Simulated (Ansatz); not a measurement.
Total energies of SiB3 from Ansatz at PBE0-D4/def2-TZVP, gas phase (1 Eh = 27.2114 eV = 2625.5 kJ/mol). The reference geometry is relaxed at r2SCAN-D4/def2-TZVP.

```csv
atom,x (Å),y (Å),z (Å)
B1,0.827,-0.224,-0.465
B2,-0.418,-1.125,-0.530
B3,-0.901,0.024,0.370
Si4,0.492,1.325,0.625
```

| state | geometry | energy (Eh) |
| --- | --- | --- |
| charge 0 doublet | reference | -363.61533 |
| charge 1 singlet | reference | -363.29483 |
| charge 1 singlet | relaxed at r2SCAN-D4/def2-TZVP | -363.29696 |
| charge 0 quartet | relaxed at r2SCAN-D4/def2-TZVP | -363.58137 |
| free B atom (doublet) | – | -24.61828 |
| free Si atom (triplet) | – | -289.24943 |

**Question.** Work out the vertical ionisation energy to the singlet.

**Answer.** E(charge 1 singlet) − E(charge 0 doublet) = -363.29483 − (-363.61533) = 0.32050 Eh = 8.72 eV. For comparison, −ε of the highest occupied level of the spin that leaves is 6.73 eV at this level, 1.99 eV less.

**Question.** How much does the charge 1 singlet relax, and what is the adiabatic ionisation energy?

**Answer.** Relaxation: -363.29483 − (-363.29696) = 0.00213 Eh = 0.06 eV. Adiabatic ionisation energy: 0.31837 Eh = 8.66 eV, without zero-point energy. 

**Question.** Which of the charge 0 states is lowest, and how far above it are the others?

**Answer.** The doublet. quartet: -363.58137 − (-363.61533) = 0.03396 Eh = 89.2 kJ/mol.

**Question.** What is the binding energy per atom against free atoms?

**Answer.** Atoms: 3 × (-24.61828) + 1 × (-289.24943) = -363.10427 Eh. Binding: -363.10427 − (-363.61533) = 0.51106 Eh = 13.91 eV, or 3.48 eV for each of 4 atoms (no zero-point energy, no counterpoise term).

The restricted singlet is unstable towards broken spin symmetry in Hartree–Fock (as tested in another run); at PBE0-D4/def2-TZVP this wasn't settled. 

The structure comes from a short search, and lower isomers may exist.
